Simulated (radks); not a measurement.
Results of a calculation; reference values are marked as such.
Problem. W3+, 71 electrons, occupied as [Xe] 4f14 5d3. Level of theory: Dirac Kohn-Sham, PBE, spin-unpolarised, spherical densities, point nucleus; open shells are shared between the two j in proportion to 2j + 1 (a radial shooting solver on a logarithmic mesh with Libxc functionals). Some entries of the table are withheld. Estimate them.

orbital  occ.  eigenvalue (eV)  r(max) (bohr)
1s1/2       2        -69429.17        0.01145
2s1/2       2        -11998.96        0.06586
2p1/2       2        -11474.27            (1)
2p3/2       4        -10121.37            (2)
3s1/2       2        -2785.591         0.1855
3p1/2       2        -2552.213         0.1737
3p3/2       4        -2259.658         0.1877
3d3/2       4        -1867.306         0.1471
3d5/2       6        -1803.695         0.1510
4s1/2       2        -597.7019         0.4210
4p1/2       2        -500.9542            (3)
4p3/2       4        -433.1651            (4)
4d3/2       4        -274.4258         0.4471
4d5/2       6        -261.9370         0.4565
5s1/2       2              (5)         0.9629
5p1/2       2         -78.9802          1.032
5p3/2       4         -68.9905          1.115
4f5/2       6         -63.3811         0.4262
4f7/2       8         -61.1404         0.4312
5d3/2     1.2              (6)          1.413
5d5/2     1.8              (7)          1.451

Solution. 
(1) 2p1/2 r(max) (bohr): 0.04896
(2) 2p3/2 r(max) (bohr): 0.05580
(3) 4p1/2 r(max) (bohr): 0.4209
(4) 4p3/2 r(max) (bohr): 0.4504
(5) 5s1/2 eigenvalue (eV): -107.7448
(6) 5d3/2 eigenvalue (eV): -31.6598
(7) 5d5/2 eigenvalue (eV): -30.7012
